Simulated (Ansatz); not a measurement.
Pd(PH3)2 (P₂PdH₆), 9 atoms. Hardware: 4 threads of Arm Neoverse V1 on a shared host.

In the def2 sets Pd takes a core potential; there is no spin–orbit coupling. Correlated methods freeze 10 core orbitals; core or outer-core shells of Pd are correlated, in sets that lack core-valence functions.

Q: How many basis functions does each of these Ansatz runs have, and roughly what does it cost? PBE0-D4/def2-SVP, charge 1 doublet at the geometry of the charge 0 singlet, energy with a search over starts; r2SCAN-D4/def2-TZVPD, charge -1 doublet at the geometry of the charge 0 singlet, energy, from earlier orbitals; RPA@PBE/def2-TZVP, charge 0 singlet, energy, from earlier orbitals; PBE0-D4/def2-TZVP, charge 1 doublet at the geometry of the charge 0 singlet, energy, from earlier orbitals; PBE0-D4/def2-TZVPD, charge -1 doublet at the geometry of the charge 0 singlet, energy, from earlier orbitals; r2SCAN-D4/def2-TZVP, charge 1 doublet at the geometry of the charge 0 singlet, energy, from earlier orbitals; MP2/def2-TZVP, charge 0 singlet, energy, from earlier orbitals; PBE0-D4/def2-TZVPD, charge 0 singlet, energy, from earlier orbitals; PBE-D4/def2-TZVPD, charge 0 singlet, energy, from earlier orbitals; PBE-D4/def2-TZVP, charge 1 doublet at the geometry of the charge 0 singlet, energy, from earlier orbitals; PBE0-D4/def2-SVP, charge 0 singlet, relaxation, 3 steps; r2SCAN-D4/def2-TZVPD, charge 0 singlet, energy, from earlier orbitals.

A: Other jobs shared the machine, so times can vary by a factor of up to 3. A dash marks memory too small to be measured apart from the calling script's.

```csv
run,functions,fitting or Cholesky vectors,wall time,peak host memory (GiB)
"MP2/def2-TZVP, charge 0 singlet, energy, from earlier orbitals",150,1118,1.1 s,–
"PBE-D4/def2-TZVPD, charge 0 singlet, energy, from earlier orbitals",180,1215,1.7 s,–
"PBE0-D4/def2-TZVPD, charge 0 singlet, energy, from earlier orbitals",180,1295,2.3 s,–
"PBE-D4/def2-TZVP, charge 1 doublet at the geometry of the charge 0 singlet, energy, from earlier orbitals",150,1163,2.5 s,–
"RPA@PBE/def2-TZVP, charge 0 singlet, energy, from earlier orbitals",150,1118,2.7 s,–
"PBE0-D4/def2-TZVP, charge 1 doublet at the geometry of the charge 0 singlet, energy, from earlier orbitals",150,1233,3.3 s,–
"PBE0-D4/def2-SVP, charge 1 doublet at the geometry of the charge 0 singlet, energy with a search over starts",97,965,3.4 s,–
"r2SCAN-D4/def2-TZVPD, charge 0 singlet, energy, from earlier orbitals",180,1215,3.5 s,–
"r2SCAN-D4/def2-TZVP, charge 1 doublet at the geometry of the charge 0 singlet, energy, from earlier orbitals",150,1163,5 s,–
"PBE0-D4/def2-SVP, charge 0 singlet, relaxation, 3 steps",97,1045,6.5 s,–
"PBE0-D4/def2-TZVPD, charge -1 doublet at the geometry of the charge 0 singlet, energy, from earlier orbitals",180,1295,11 s,0.83
"r2SCAN-D4/def2-TZVPD, charge -1 doublet at the geometry of the charge 0 singlet, energy, from earlier orbitals",180,1215,20 s,0.55
```
